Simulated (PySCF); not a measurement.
Species: C3H8Si2.
Atom-mapped SMILES: `[CH3:1][C:2]#[C:3][SiH2:4][SiH3:5]` (hydrogens: H6, H7, H8 on C1; H9, H10 on Si4; H11, H12, H13 on Si5)

Computed geometry: GFN2-xTB, gas phase.

(1) What internal coordinates does the optimisation give?

## Answers

(1) 
| bond | length (bohr) |
| --- | --- |
| C1–C2 | 2.734 |
| C2≡C3 | 2.278 |
| C3–Si4 | 3.487 |
| Si4–Si5 | 4.364 |
| C1–H6, C1–H7, C1–H8 | 2.060 |
| Si4–H9, Si4–H10 | 2.782 |
| Si5–H11, Si5–H12, Si5–H13 | 2.770 |

Bonds in one row agree within 0.02 bohr and their mean is given. A selection of angles:
| angle | degrees |
| --- | --- |
| C2–C1–H6 | 110.0 |
| H6–C1–H7 | 108.9 |
| C1–C2–C3 | 180.0 |
| C2–C3–Si4 | 178.9 |
| C3–Si4–Si5 | 111.0 |
| C3–Si4–H9 | 106.1 |
| Si5–Si4–H9 | 113.1 |
| H9–Si4–H10 | 107.0 |
| Si4–Si5–H11 | 111.3 |
| Si4–Si5–H12 | 112.8 |
| H11–Si5–H12 | 106.5 |
| H12–Si5–H13 | 106.5 |

Si4 (SiH2 silicon) is distorted tetrahedral (angles from 106.1° to 113.1°). The C–C distances run from 1.206 Å (C2≡C3, drawn triple) to 1.447 Å (C1–C2, drawn single), a spread of 0.241 Å. Si5 (SiH3 silicon) is tetrahedral (angles from 106.4° to 112.8°). The 5 heavy atoms lie in one plane (0.000 Å rms).

GFN2-xTB frequencies: not computed here.
